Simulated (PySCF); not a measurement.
Compound: C₇H₈ClOP.
Numbering: `[CH3:1][P@@H:2](=[O:3])[c:4]1[cH:5][cH:6][c:7]([Cl:8])[cH:9][cH:10]1`

NICS is the negative of the GIAO shielding at a point without a nucleus: at the ring centre (0) and 1 Å above and below it (1); zz is the component along the ring normal. Level: GIAO PBE0/pcSseg-1 (PySCF, non-relativistic, gas phase) on the GFN2-xTB geometry, one conformer.

Ring bond lengths (Å), with Mayer bond orders in brackets: C4–C5 1.389 (1.36), C5–C6 1.381 (1.45), C6–C7 1.389 (1.35), C7–C9 1.387 (1.35), C9–C10 1.383 (1.42), C10–C4 1.387 (1.44).

**Question.** Give the NICS values of each ring in ppm.

**Answer.** 
| ring | type | NICS(0) | NICS(1), two faces | NICS(1)zz, two faces | rms pucker (Å) | centre to ring atoms, mean (Å) |
| --- | --- | --- | --- | --- | --- | --- |
| C4–C5–C6–C7–C9–C10 | 6-membered carbocycle; formal bonds all aromatic | -8.8 | -11.1 / -11.1 | -27.3 / -26.8 | 0.00 | 1.39 |

**Question.** What can be read from them?

**Answer.** 
- C4–C5–C6–C7–C9–C10: mean NICS(1)zz -27.0 ppm, shielded, aromatic by this magnetic criterion (flat ring, no four-coordinate atom).

**Question.** How equal are the bonds by HOMA? HOMA takes Krygowski's 1993 parameters.

**Answer.** 
- C4–C5–C6–C7–C9–C10: HOMA 1.00 = 1 − EN − GEO, with mean bond length 1.386 Å, EN = α(Ropt − mean)² = 0.001 and GEO = α × variance = 0.002. The geometric and the magnetic index point the same way.

**Question.** At the second NICS(1) probe listed for ring C4–C5–C6–C7–C9–C10, 1 Å off the ring, what do the in-plane components average?

**Answer.** The isotropic value is a third of the trace: (3 × -11.1 − (-26.8))/2 = -3.2 ppm.

**Question.** Give the inner angles of the rings and the Hirshfeld charges of the ring atoms.

**Answer.** 
- C4–C5–C6–C7–C9–C10: C4 120.1° (-0.059 e), C5 120.0° (-0.040 e), C6 119.3° (-0.055 e), C7 121.2° (+0.024 e), C9 119.0° (-0.051 e), C10 120.3° (-0.031 e); sum 720.0° against 720° for a flat convex ring.

**Question.** What are the shieldings of the ring atoms and their hydrogens in the same run (means over atoms taken as equivalent)?

**Answer.** 
```json
{"atoms": "C4", "environment": "substituted aromatic carbon", "σ isotropic (ppm)": "49.0", "principal values of the symmetric part, first atom (ppm)": "-38.0, 15.7, 169.1"}
{"atoms": "C5 (×2)", "environment": "aromatic CH carbon", "σ isotropic (ppm)": "50.5", "principal values of the symmetric part, first atom (ppm)": "-53.0, 36.3, 177.2"}
{"atoms": "C6 (×2)", "environment": "aromatic CH carbon", "σ isotropic (ppm)": "52.1", "principal values of the symmetric part, first atom (ppm)": "-44.6, 43.5, 159.7"}
{"atoms": "C7", "environment": "aromatic C–Cl carbon", "σ isotropic (ppm)": "36.9", "principal values of the symmetric part, first atom (ppm)": "-61.2, 46.3, 125.5"}
{"atoms": "H on C5 (×2)", "environment": "aromatic hydrogen", "σ isotropic (ppm)": "23.88", "principal values of the symmetric part, first atom (ppm)": "20.6, 23.5, 29.0"}
{"atoms": "H on C6 (×2)", "environment": "aromatic hydrogen", "σ isotropic (ppm)": "23.99", "principal values of the symmetric part, first atom (ppm)": "19.6, 23.9, 28.8"}
```

Hardware: an Arm Neoverse N1 with one thread, no GPU, shared host with 64 logical CPUs at a one-minute load of 60. Cost: 80 s, 1.1 GiB resident at most. This is the whole shielding run at PBE0/pcSseg-1, SCF included.

The values belong to the conformer `[CH3:1][P@@H:2](=[O:3])[c:4]1[cH:5][cH:6][c:7]([Cl:8])[cH:9][cH:10]1`: C1–P2–C4–C5 63°.
